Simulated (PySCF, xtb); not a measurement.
ZnF, SMILES [F][Zn+], charge +1.

xtb with GFN2-xTB at its own geometry gives an orbital gap of 1.91 eV.

Coordinates come from a B3LYP-D3(BJ)/def2-TZVPD optimisation. The spin state was assumed, not searched.

What does PySCF with PBE0/def2-TZVPD give? (An estimate is asked for; the answer gives what the named calculation found.)

gap 5.16 eV (levels -17.03 and -11.87 eV).
